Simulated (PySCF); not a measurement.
Give a HF/def2-SV(P) geometry of `CC(C)(C)[C@@H]1C[P@@H]1=O`.

Z-matrix in Å and degrees, rows numbered from 1:
```
C 
C   1  1.5377
C   2  1.5372  1  108.96
C   2  1.5374  1  109.35  3  -119.89
C   2  1.5377  1  112.84  3   119.47
C   5  1.5657  2  122.74  1    43.02
P   6  1.7788  5   64.07  2  -118.72
O   7  1.4683  5  129.25  6  -111.51
H   1  1.0915  2  111.80  3   -63.39
H   1  1.0935  2  109.63  3    56.55
H   1  1.0932  2  111.88  3   175.19
H   3  1.0935  2  110.95  1    57.94
H   3  1.0940  2  110.77  1   -61.90
H   3  1.0945  2  111.34  1   178.32
H   4  1.0944  2  111.34  1   177.23
H   4  1.0939  2  111.21  1   -62.43
H   4  1.0942  2  110.75  1    57.36
H   5  1.0888  2  111.21  1   179.31
H   6  1.0860  5  115.79  7   107.47
H   6  1.0866  5  117.88  7  -114.19
H   7  1.3993  5  107.41  6    99.82
```

Of the pairs four or more bonds apart, H11···H19 is among the closest relative to their van der Waals radii: 2.25 Å, 94 % of the sum of Bondi's values. P7 (phosphoryl phosphorus) has angles from 52.2° to 129.3°. The 3-membered ring C5–C6–P7 has internal angles of 52.2° to 64.1°. The C–C distances run from 1.537 Å (C2–C3, drawn single) to 1.566 Å (C5–C6, drawn single), a spread of 0.029 Å.

Theory: PySCF 2.14.0, HF/def2-SV(P) geometry optimisation, gas phase.

Point group: C1 (no symmetry element, even within 0.4 Å). No frequency check.
